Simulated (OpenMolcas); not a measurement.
P⁺: effect of the level shift or regulariser

| Property | Result |
| --- | --- |
| Program | OpenMolcas 26.06 |
| Basis | ANO-RCC [8s7p5d4f2g] |
| Scalar Hamiltonian | DKH2, point nucleus |
| Active space | 2 electrons in 9 orbitals (RAS2 3p; RAS3 3d 4s, at most 1 electron) |
| State averaging | 2S+1 = 3 even, 3 roots; 2S+1 = 1 even, 6 roots; 2S+1 = 3 odd, 18 roots; 2S+1 = 1 odd, 18 roots |
| Spin-orbit coupling | RASSI with atomic mean-field integrals over the reference wave functions, term energies averaged over their components |

Methods on the same reference wave functions:
A. RASSCF
B. MS-RASPT2, IPEA 0.25 Eh, imaginary shift 0.1 Eh (closed shells correlated: 2s 2p 3s)
C. MS-RASPT2, IPEA 0.25 Eh, real shift 0.2 Eh (closed shells correlated: 2s 2p 3s)

Energies in cm-1 above 3s2 3p2 3P0, the measured ground level; measured values from NIST Handbook of Basic Atomic Spectroscopic Data.

| Level | A | B | C | Measured |
| --- | --- | --- | --- | --- |
| 3s2 3p2 3P0 | 0.0 | 0.0 | 0.0 | 0.0 |
| 3s2 3p2 3P1 | 146 | 146 | 146 | 165 |
| 3s2 3p2 3P2 | 423 | 422 | 422 | 469 |
| 3s2 3p2 1D2 | 11617 | 8600 | 8640 | 8882 |
| 3s2 3p2 1S0 | 28342 | 25920 | 25970 | 21576 |
| 3s2 3p 4s 3P* 0 | 85760 | 85650 | 85710 | 86598 |
| 3s2 3p 4s 3P* 1 | 85893 | 85780 | 85830 | 86744 |
| 3s2 3p 4s 3P* 2 | 86217 | 86100 | 86160 | 87125 |
| 3s2 3p 3d 3F* 3 | 86723 | 86240 | 86390 |  |
| 3s2 3p 3d 3F* 4 | 86935 | 86460 | 86610 |  |
| 3s2 3p 4s 1P* 1 | 88448 | 87680 | 87780 | 88893 |
| 3s2 3p 3d 3P* 2 | 97789 | 92850 | 93270 |  |
| 3s2 3p 3d 3P* 1 | 97940 | 92950 | 93380 |  |
| 3s2 3p 3d 3P* 0 | 98039 | 92990 | 93430 |  |
| 3s2 3p 3d 3D* 1 | 98706 | 92330 | 92680 |  |
| 3s2 3p 3d 3D* 2 | 98773 | 92350 | 92710 |  |
| 3s2 3p 3d 3D* 3 | 98818 | 92500 | 92850 |  |
| 3s2 3p 3d 1P* 1 | 108987 | 103340 | 103800 |  |
| 3s2 3p 3d 1F* 3 | 109704 | 105050 | 105280 |  |

Deviations, from unrounded energies. A percentage is the sum of absolute deviations over the sum of measured energies, with the sign that they share, or ± where signs differ.

```csv
Against measurement,Levels,A,B,C
mean absolute deviation (cm-1),8,1600,1100,1100
fine structure of the ground term (%),2,-10.3,-10.4,-10.4
other terms of the ground configuration (%),2,+31.2,±15.2,±15.2
other configurations (%),4,-0.9,-1.2,-1.1
```

B, C lie about equally close to measurement and A furthest from it. The largest miss of C in the table is 3s2 3p2 1S0, by +4400 cm-1. The ranking rests on the paired levels alone, and a cruder setting can come out closer through cancelling errors.

Between B and C the level of the table that moves most is 3s2 3p 3d 1P* 1, by 470 cm-1 (lowest in B, highest in C). Moves below CASPT2's spread within the term are not significant.

The mean deviations of B to C differ by less than CASPT2's widest spread within a term (230 cm-1), so their order carries little weight.

From A to B the spin-free energies of the other terms of 3s2 3p2 shown, above 3P, scale by factors of 0.73 to 0.91.

The lowest spin-free term lies below A's lowest term by 0.234 hartree in B, 0.233 hartree in C.

Term energies are means over components that CASPT2 splits; among the terms shown or strongly mixed into the levels shown the widest spread is 230 cm-1 (3s2 3p 3d 1F*, B). Over all roots computed the reference weight is 0.90 to 0.96 in B; the roots of lowest weight are the least certain, and an intruder state may touch them. ANO sets are built for valence states and can reach diffuse excited orbitals poorly, and with the s shell closed the s pⁿ⁺¹ terms that mix with these levels are absent. With the s shell closed, the reference lacks s² → p² mixing. Without dynamic correlation excited terms often stand tens of per cent too high (terms of higher spin than the ground term too low), and those without a measured partner can miss by more than the paired ones (holds for A). Some terms miss by over 15 % even with CASPT2, which points to a basis or an active space too small for the shells correlated (holds for B; C). Computed and measured levels are paired by configuration, term and J; levels that our copy of the source lacks, or whose pairing is in doubt (as where it misses far off the trend of its configuration), stay unpaired and out of the deviations. Only configurations of the active space appear. Levels that lie high or do not pair safely by name in every column are left out.

* marks odd parity.
